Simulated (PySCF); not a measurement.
Level of theory: PBE0-D4/def2-TZVP // PBE0-D4/def2-SVP run with PySCF. Isolated molecules, 0 K electronic values unless said otherwise. One relaxed conformer stands for a flexible species; it need not be the lowest. Excitations are Tamm–Dancoff values on a coarser integration grid. The basis has no diffuse functions, so Rydberg states are missing or too high.

Reference species (SMILES): `Bc1csc2c(B)cccc12` (neutral, multiplicity 1).

```yaml
brightest of the four lowest singlets (TDA): 4.39 eV
S1 oscillator strength: 0.082
T1 excitation (TDA): 2.89 eV
S1 excitation (TDA): 3.97 eV
```

After one change: the brightest of the four lowest singlets (TDA) decreases by 0.08 eV; the S1 oscillator strength drops by 0.010; the T1 excitation (TDA) drops by 0.37 eV; the S1 excitation (TDA) falls by 0.40 eV.

Problem. What was changed between the two runs? The new species is one of these.
A) `Bc1cc2cccc(B)c2s1`
B) `Bc1cc(B)c2sccc2c1`
C) `Bc1ccc(B)c2sccc12`
D) `Bc1ccc2c(B)csc2c1`

Solution. A, `Bc1cc2cccc(B)c2s1`
